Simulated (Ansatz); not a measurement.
Ansatz (an electronic-structure program) input for ZnBr, SMILES [Zn][Br] (connectivity only; charge and spin as stated), neutral, multiplicity 2, PBE-D3(BJ)/def2-TZVP. 

Ansatz 0.2 input:
```yaml
crystal:
  periodic: [false, false, false]
  atoms:
    - {symbol: Zn, position_ang: [0.00000000, 0.00000000, -1.24285634]}
    - {symbol: Br, position_ang: [0.00000000, 0.00000000, 1.06530543]}
basis:
  gaussian:
    orbitals: def2-TZVP
hamiltonian:
  xc: pbe
  dispersion: d3bj
magnetization: {spin_polarized: true, initial_magnetization: 1}
relax: {f_tol: 0.002, max_steps: 200}
```

Program output:

```
WARN ansatz: RAYON_NUM_THREADS=1 ignored (pool sized by the plan → 1); use --threads N
Functional definition: PBE
integrals: 0.03 GiB planned
836 factors; their error is unknown
mean field: 0.29 GiB planned
mean field evaluation 1: about -118446.5616 eV, gradient 3.2e1 eV
mean field evaluation 2: about -118431.2723 eV, gradient 8.4e1 eV
mean field evaluation 4: about -118448.8529 eV, gradient 5.2e0 eV
mean field evaluation 8: about -118449.0179 eV, gradient 3.1e-2 eV
mean field evaluation 16: about -118448.9881 eV, gradient 1.1e-5 eV
mean field -118448.98812568 eV, -4352.9200260109 hartree, gradient 1.1e-5 eV, S^2 0.752024; 0 other end points of the search recorded, 0 dependent functions left out
the calculation of the forces begins
reference -118448.98815713 eV, -4352.9200271668 hartree; 33, 32 occupied and 63, 64 virtual orbitals, 836 factors
relax step   1: F+E_penalty+E_count = -118449.02272299 eV  Δ(F+E_penalty+E_count) = +0.000e0 eV  max|allowed force component| = 1.746e-1 eV/Å  Δτ_max = 0.0000 Å  (27 SCF iters, accepted)
these checks for a lower state are left out or cut short: starts, cluster_reference, orbital_swaps, neighbouring_geometries, increment
integrals: 0.03 GiB planned
836 factors; their error is unknown
mean field: 0.29 GiB planned
mean field -118448.98961415 eV, -4352.9200807111 hartree, gradient 1.8e-5 eV, S^2 0.752040; 0 other end points of the search recorded, 0 dependent functions left out
the calculation of the forces begins
reference -118448.98964562 eV, -4352.9200818677 hartree; 33, 32 occupied and 63, 64 virtual orbitals, 836 factors
relax step   2: F+E_penalty+E_count = -118449.02424674 eV  Δ(F+E_penalty+E_count) = -1.524e-3 eV  max|allowed force component| = 5.194e-2 eV/Å  Δτ_max = 0.0068 Å  (30 SCF iters, accepted)
these checks for a lower state are left out or cut short: starts, cluster_reference, orbital_swaps, neighbouring_geometries, increment
integrals: 0.03 GiB planned
836 factors; their error is unknown
mean field: 0.29 GiB planned
mean field evaluation 32: about -118448.9898 eV, gradient 1.9e-5 eV
mean field -118448.98975157 eV, -4352.9200857612 hartree, gradient 1.9e-5 eV, S^2 0.752047; 0 other end points of the search recorded, 0 dependent functions left out
the calculation of the forces begins
reference -118448.98978305 eV, -4352.9200869181 hartree; 33, 32 occupied and 63, 64 virtual orbitals, 836 factors
relax step   3: F+E_penalty+E_count = -118449.02440123 eV  Δ(F+E_penalty+E_count) = -1.545e-4 eV  max|allowed force component| = 9.717e-4 eV/Å  Δτ_max = 0.0029 Å  (30 SCF iters, accepted)
integrals: 0.03 GiB planned
836 factors; their error is unknown
mean field: 0.29 GiB planned
mean field -118448.98975157 eV, -4352.9200857612 hartree, gradient 1.9e-5 eV, S^2 0.752047; 1 other end points of the search recorded, 0 dependent functions left out
the calculation of the forces begins
reference -118448.98978305 eV, -4352.9200869181 hartree; 33, 32 occupied and 63, 64 virtual orbitals, 836 factors
Total energy: -118449.02443271 eV, -4352.9213602695 hartree
Atom 0 at     0.000000    -0.000000    -1.252550 Å, force    -0.000000     0.000000    -0.000972 eV/Å
Atom 1 at    -0.000000     0.000000     1.074999 Å, force    -0.000000    -0.000000     0.000972 eV/Å
Dipole moment:    -0.000000    -0.000000    -0.489127 e Å
```

Self-consistency was reached.

Cost: very roughly 10 core-seconds.
